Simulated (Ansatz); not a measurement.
One change: `C[Si]SC` becomes `C[Si]S`.

Ansatz, PBE0-D4/def2-TZVP geometries, multiplicity 1. Each molecule was computed in one conformer, which needn't be the lowest.

```json
{"property": "HOMO–LUMO gap (PBE/def2-TZVPP) / eV", "`C[Si]SC`": "2.65"}
{"property": "HOMO energy (PBE/def2-TZVPP) / eV", "`C[Si]SC`": "-5.26"}
{"property": "HOMO energy (PBE0/def2-TZVPP) / eV", "`C[Si]SC`": "-6.29"}
{"property": "LUMO energy (ωB97M-V/def2-TZVPP) / eV", "`C[Si]SC`": "0.10"}
{"property": "LUMO energy (B3LYP/def2-TZVPP) / eV", "`C[Si]SC`": "-1.99"}
{"property": "size of the dipole moment (PBE/def2-TZVPP) / D", "`C[Si]SC`": "0.51"}
```

(1) What does the change do to each property? (Estimate.)

Answers

(1) Computed: 
| property | `C[Si]S` | shift |
| --- | --- | --- |
| HOMO–LUMO gap (PBE/def2-TZVPP) / eV | 2.56 | -0.09 |
| HOMO energy (PBE/def2-TZVPP) / eV | -5.41 | -0.15 |
| HOMO energy (PBE0/def2-TZVPP) / eV | -6.46 | -0.17 |
| LUMO energy (ωB97M-V/def2-TZVPP) / eV | -0.10 | -0.20 |
| LUMO energy (B3LYP/def2-TZVPP) / eV | -2.22 | -0.23 |
| size of the dipole moment (PBE/def2-TZVPP) / D | 0.39 | -0.12 |

With PBE0 the HOMO falls by 0.17 eV and the LUMO falls by 0.23 eV, so the gap narrows by about 0.06 eV. PBE moves the HOMO by -0.15 eV and ωB97M-V by -0.17 eV. Dipoles are sizes alone; their direction can turn.

B3LYP here is the variant with VWN-RPA as its local correlation; programs differ in this.
